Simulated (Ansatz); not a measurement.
Pulling on the Si1–H2 bond in H2OSi (SMILES O[SiH]) (multiplicity 1 held, fragments rigid). Energies count from the point at 1.545 Å.
Geometry at that point (charge 0, multiplicity 1):
```xyz
4

Si    -0.37783    -0.33484     0.39442
H     -1.53700    -0.16844    -0.61414
O      0.78278     0.49643    -0.45047
H      0.56442     0.88475    -1.30394
```

U- levels take the lowest unrestricted solution at each point, which mixes spins at long bonds. Active spaces are followed from a long bond inwards. Curves can end on different states.

Correlated levels freeze the cores.

Codes used: Ansatz (Gaussian orbitals). Values without a source in brackets are computed.

Task: What is the computed energy at R = 4.946 Å (U-r2SCAN/cc-pV(T+d)Z)?

Result: 3.22 eV

Task: What is the computed energy at R = 4.946 Å (FIC-MRCISD+Q on CASSCF(2,2)/cc-pV(T+d)Z)?

Result: 3.34 eV

Task: Predict the energy at R = 4.946 Å from CASSCF(2,2)/cc-pV(T+d)Z.

Result: 3.00 eV

Doubts at one or more of the structures used: a spin-contaminated determinant (U-r2SCAN/cc-pV(T+d)Z).

Ansatz is a program for electronic structure.
